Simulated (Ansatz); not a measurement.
A run for Ansatz (an electronic-structure program): U-CCSD(T)/def2-QZVPP on TcH, 2S+1 = 5, a spin state set in the input, which need not be the lowest, a point of a bond scan (R = 1.648 Å). Elements past Kr take the def2 small-core potentials; no spin–orbit coupling. Files ending in .json are basis or fitting sets from the Basis Set Exchange.

Ansatz 0.2 input:
```yaml
crystal:
  periodic: [false, false, false]
  atoms:
    - {symbol: Tc, position_ang: [0.00000000, 0.00000000, 0.00000000]}
    - {symbol: H, position_ang: [0.00000000, 0.00000000, 1.64791200]}
basis:
  gaussian:
    orbitals: def2-QZVPP.json
    pivot_positions_ang: [[0.00000000, 0.00000000, 0.00000000], [0.00000000, 0.00000000, 1.64791200]]
magnetization: {spin_polarized: true, initial_magnetization: 4}
correlation: {method: ccsd_t, electrons: valence}
output: {orbitals: {seedname: ./end}}
```

It printed:

```
WARN ansatz: RAYON_NUM_THREADS=2 ignored (pool sized by the plan → 2); use --threads N
Functional definition: HF
integrals: 0.28 GiB planned
848 factors; integrals over basis functions are off by at most 2.9e-4 eV
mean field: 0.27 GiB planned
mean field evaluation 1: about -2193.7136 eV, gradient 1.1e1 eV
mean field evaluation 2: about -2193.7141 eV, gradient 1.1e1 eV
mean field evaluation 4: about -2194.3304 eV, gradient 1.7e0 eV
mean field evaluation 8: about -2194.4787 eV, gradient 5.5e-1 eV
mean field evaluation 16: about -2194.5977 eV, gradient 1.1e-6 eV
mean field evaluation 32: about -2194.4420 eV, gradient 6.0e-1 eV
mean field evaluation 64: about -2193.9752 eV, gradient 4.4e0 eV
mean field evaluation 96: about -2194.4058 eV, gradient 1.1e0 eV
mean field evaluation 128: about -2193.9613 eV, gradient 9.9e-1 eV
mean field evaluation 160: about -2194.1701 eV, gradient 2.7e-1 eV
mean field evaluation 192: about -2194.1114 eV, gradient 2.9e-1 eV
mean field evaluation 224: about -2194.1698 eV, gradient 1.2e-1 eV
mean field evaluation 256: about -2194.1708 eV, gradient 2.6e-3 eV
mean field evaluation 288: about -2194.0446 eV, gradient 6.4e-1 eV
mean field evaluation 320: about -2192.7258 eV, gradient 2.7e-3 eV
mean field evaluation 352: about -2194.3241 eV, gradient 2.5e0 eV
mean field evaluation 384: about -2191.3018 eV, gradient 9.3e-2 eV
mean field evaluation 416: about -2193.0688 eV, gradient 9.1e-1 eV
mean field evaluation 448: about -2192.9445 eV, gradient 3.5e-1 eV
mean field -2194.59765191 eV, -80.6499761559 hartree, gradient 3.8e-6 eV, S^2 6.737115; 20 other end points of the search recorded, 0 dependent functions left out
determinant -2194.59765191 eV, -80.6499761559 hartree, with singles and doubles -2208.22454869 eV, -81.1507553760 hartree
determinant -2194.18237099 eV, -80.6347148635 hartree, with singles and doubles -2208.18247224 eV, -81.1492090950 hartree
determinant -2194.17075585 eV, -80.6342880150 hartree, with singles and doubles -2208.21281291 eV, -81.1503240940 hartree
determinant -2193.94375390 eV, -80.6259458472 hartree, with singles and doubles -2207.92255447 eV, -81.1396572931 hartree
determinant -2192.94562810 eV, -80.5892654009 hartree, with singles and doubles -2206.31476081 eV, -81.0805719658 hartree
determinant -2192.72578900 eV, -80.5811864629 hartree, with singles and doubles -2206.17059887 eV, -81.0752741124 hartree
determinant -2191.30229449 eV, -80.5288740044 hartree, with singles and doubles -2204.64208569 eV, -81.0191022891 hartree
determinant -2194.59765191 eV, -80.6499761559 hartree, with singles and doubles -2208.33211980 eV, -81.1547085413 hartree
determinant -2194.18237099 eV, -80.6347148635 hartree, with singles and doubles -2208.15030430 eV, -81.1480269451 hartree
determinant -2194.17075585 eV, -80.6342880150 hartree, with singles and doubles -2208.14899938 eV, -81.1479789902 hartree
determinant -2193.94375390 eV, -80.6259458472 hartree, with singles and doubles -2207.88976743 eV, -81.1384523915 hartree
reference -2194.59765191 eV, -80.6499761559 hartree; 10, 6 occupied and 108, 112 virtual orbitals, 848 factors
second order -13.15177442 eV of doubles, -0.00000000 eV of singles
coupled cluster: 0.89 GiB planned
cycle   1  -13.73446923 eV  change   -1.3e-6 eV  update   3.7e-6
coupled cluster: 0.89 GiB planned
perturbative correction -0.53717914 eV, -0.0197409693 hartree
WARN: the results are in doubt because among natural orbitals the method converges to other amplitudes
Total energy: -2208.86930028 eV, -81.1744495599 hartree
In doubt: among natural orbitals the method converges to other amplitudes
```

The run converged. Its determinant has ⟨S²⟩ = 6.74, a mixture of spin states.

Warnings raised: other amplitudes.

Cost: around 6 core-minutes (rough).
